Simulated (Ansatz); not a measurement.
Cost and result up the ladder for the cluster Ca₆O₅ (11 atoms). Charge 0, multiplicity 1. Geometry: PBE-D4/def2-SVP.

```xyz
11

Ca    0.4153    1.3682   -0.7174
Ca   -0.1758   -1.4866    0.6030
Ca    2.6947   -2.2195   -0.5204
Ca   -2.4561    2.1630    0.4075
Ca   -1.4293    5.0790   -1.1101
Ca    1.7188   -5.1268    1.1017
O     1.1590   -3.2229    0.6067
O     1.4508   -0.5325   -0.5383
O    -0.9100    0.6557    1.0868
O    -0.9153    3.1358   -0.6939
O    -1.5521    0.1866   -0.2254
```

Ansatz on 4 threads of AMD EPYC 7B13 on a shared host. Times are rough, and most runs start from the orbitals of an earlier one. No level here is sound enough to serve as a yardstick. Binding counts from free atoms at the same level (Ca singlet, O triplet; other spins of the atoms weren't run), without zero-point energy or a counterpoise term.

The 6-31G sets use Cartesian d functions. B3LYP takes the VWN-RPA correlation. Correlated methods freeze 35 core orbitals; core or outer-core shells of Ca are correlated, in sets that lack core-valence functions. The rows differ in basis, and correlated rows in double-zeta sets carry the largest basis error. The structure holds one bond between oxygen atoms, so isomers without such links may lie far lower. The structure comes from a short search, and lower isomers may exist.

Run but left out: HF/STO-3G, HF/6-31G (restricted singlet, unstable in another Hartree–Fock run and untested here).

Correlated methods converge slowly with the basis, most of all in double-zeta sets.

```tsv
level	functions	binding energy per atom (eV)	remarks
PBE-D4/def2-TZVP	371	3.84	restricted SCF unstable in HF
B3LYP-D4/def2-TZVP	371	3.58	restricted SCF unstable in HF
PBE0-D4/def2-SVP	214	3.70	restricted SCF unstable in HF
r2SCAN-D4/def2-TZVP	371	3.83	restricted SCF unstable in HF
PBE-D4/def2-SVP	214	3.98	restricted SCF unstable in HF
r2SCANh-D4/def2-TZVP (with forces)	371	3.72	restricted SCF unstable in HF
PBE0-D4/def2-TZVP	371	3.58	restricted SCF unstable in HF
MP2/def2-SVP	214	3.47	restricted SCF unstable
RPA@PBE/def2-SVP	214	2.96	restricted SCF unstable in HF
B3LYP-D4/6-31G	219	3.58	restricted SCF unstable in HF
```

Problem. Estimate how long each takes.

Solution. PBE-D4/def2-SVP 5.5 s; PBE0-D4/def2-SVP 9.5 s; PBE-D4/def2-TZVP 10 s; B3LYP-D4/6-31G 11 s; MP2/def2-SVP 12 s; RPA@PBE/def2-SVP 14 s; r2SCAN-D4/def2-TZVP 21 s; B3LYP-D4/def2-TZVP 27 s; PBE0-D4/def2-TZVP 27 s; r2SCANh-D4/def2-TZVP (with forces) 59 s. On shared hardware such times vary by a factor of up to 3.
